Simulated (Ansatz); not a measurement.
`C[SiH2][GeH2][Cl]` → `C[SiH2]Cl` + `[GeH2]` at 400 K and 1 bar (germylene formation by 1,1-elimination).

Computed with Ansatz on PBE0-D4/def2-TZVP structures; ΔE is electronic, products minus reactants. CBS: MP2 limit from def2 TZ/QZ plus the TZ coupled-cluster correction, frozen cores. For Ge outer-core shells are correlated without core-valence functions, which leaves a few kJ/mol of doubt a bond. Scalar relativity is left out up to krypton. One conformer a species, not always the lowest.

| species | CCSD(T)/CBS energy (Eh) | H − E (kJ/mol) | S (J/(mol·K)) |
| --- | --- | --- | --- |
| `C[SiH2][GeH2][Cl]` | -2867.28393 | 223.1 | 412.6 |
| `C[SiH2]Cl` | -789.97638 | 169.2 | 322.9 |
| `[GeH2]` | -2077.24753 | 42.4 | 231.0 |

H − E and S are ideal-gas, rigid-rotor, harmonic terms from PBE0-D4/def2-TZVP, for one conformer and one mirror image of each species. 1 Eh = 2625.50 kJ/mol, R = 8.31446 J/(mol·K).

Question: By hand: ΔE, ΔH, ΔS and ΔG.

Answer: ΔE = (-789.97638) + (-2077.24753) − (-2867.28393) = 0.06002 Eh = 157.6 kJ/mol. Δ(H − E) = 169.2 + 42.4 − 223.1 = -11.5, so ΔH = 146.1 kJ/mol. ΔS = 322.9 + 231.0 − 412.6 = 141.3 J/(mol·K). ΔG = 146.1 − 400 × (141.3)/1000 = 89.6 kJ/mol.

Question: By hand: the equilibrium constant, and the temperature at which ΔG would vanish if ΔH and ΔS stayed fixed.

Answer: log₁₀ K = −ΔG/(RT ln 10) = -11.7. ΔG = 0 at ΔH/ΔS = 1034 K.

The number of gas molecules changes by +1, which sets the sign of ΔS. A doubt of 5 kJ/mol in ΔE shifts log₁₀ K by 0.7 here. Other conformers and mirror images would add mixing entropy, several J/(mol·K) or more a flexible species. Modes under 60 cm⁻¹, often nearly free rotors, make the harmonic entropy too high. These are equilibria of isolated gas molecules and say nothing of rates. Largest T1 diagnostic: 0.012 (customary marks: 0.02 for closed shells, 0.045 for open ones).
